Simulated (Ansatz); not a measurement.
Computed with Ansatz on PBE0-D4/def2-TZVP structures; ΔE is electronic, products minus reactants. CCSD(T)/CBS adds triple-zeta CCSD(T) − MP2 to the extrapolated MP2 energy (def2 sets, frozen cores). This one scheme is used for every species. One conformer a species, not always the lowest.

Reaction (hydrogenolysis of the Si–O bond): `C[SiH](O)O[SiH](O)O` + H₂ → `C[SiH2]O` + `O[SiH](O)O`

`C[SiH](O)O[SiH](O)O`:

Z-matrix (Å, degrees):
```
C
Si 1 1.846
H 1 1.093 2 110.7
H 1 1.093 2 110.4 3 -119.8
H 1 1.093 2 110.6 3 120.4
O 2 1.638 1 108.6 3 179.8
O 2 1.653 1 109.7 3 -60.7
H 2 1.487 1 111.4 3 57.3
H 6 0.963 2 114.8 1 156.0
Si 7 1.616 2 136.7 1 -152.9
O 10 1.644 7 106.5 2 11.9
O 10 1.635 7 114.0 2 -104.1
H 10 1.477 7 108.2 2 133.0
H 11 0.958 10 117.0 7 -153.2
H 12 0.958 10 118.6 7 -73.5
```

H₂:

Cartesian coordinates in Å:
```
H 0.199 -0.053 0.311
H -0.199 0.053 -0.311
```

`C[SiH2]O`:

Cartesian coordinates in Å:
```
C -0.602 -0.792 0.622
Si 0.676 0.253 -0.241
O 0.032 1.173 -1.452
H -0.127 -1.418 1.383
H -1.114 -1.448 -0.087
H -1.353 -0.175 1.120
H 1.688 -0.603 -0.908
H 1.352 1.120 0.768
H -0.553 1.890 -1.204
```

`O[SiH](O)O`:

Z-matrix (Å, degrees):
```
Si
O 1 1.641
O 1 1.633 2 105.0
O 1 1.630 2 114.4 3 -119.5
H 1 1.476 2 110.6 3 122.9
H 2 0.958 1 117.9 3 -173.6
H 3 0.958 1 116.6 2 25.4
H 4 0.959 1 117.6 2 72.3
```

| species | MP2/def2-QZVPP energy (Eh) |
| --- | --- |
| `C[SiH](O)O[SiH](O)O` | -921.83817 |
| H₂ | -1.16658 |
| `C[SiH2]O` | -405.88319 |
| `O[SiH](O)O` | -517.07281 |

Q: Work out ΔE.

A: ΔE = (-405.88319) + (-517.07281) − (-921.83817) − (-1.16658) = 0.04875 Eh = +128.0 kJ/mol. CCSD(T)/CBS gives +123.3 kJ/mol.

Largest T1 diagnostic among the species: 0.011.

From PBE to PBE0 (25 % exact exchange), in def2-TZVPP and without D4, ΔE moves by +3.2 kJ/mol. In def2-TZVPP, CCSD(T) changes the Hartree–Fock value by +11.3 kJ/mol (the triples alone add +3.1 kJ/mol) and MP2 by +16.1 kJ/mol. The D4 term adds +16.2 kJ/mol with B3LYP and +9.3 kJ/mol with PBE0; it sums over pairs of atoms, weighted by their polarisabilities, and B3LYP, whose exchange is more repulsive, gets the larger term.

B3LYP here is the variant with VWN-RPA as its local correlation; programs differ in this.
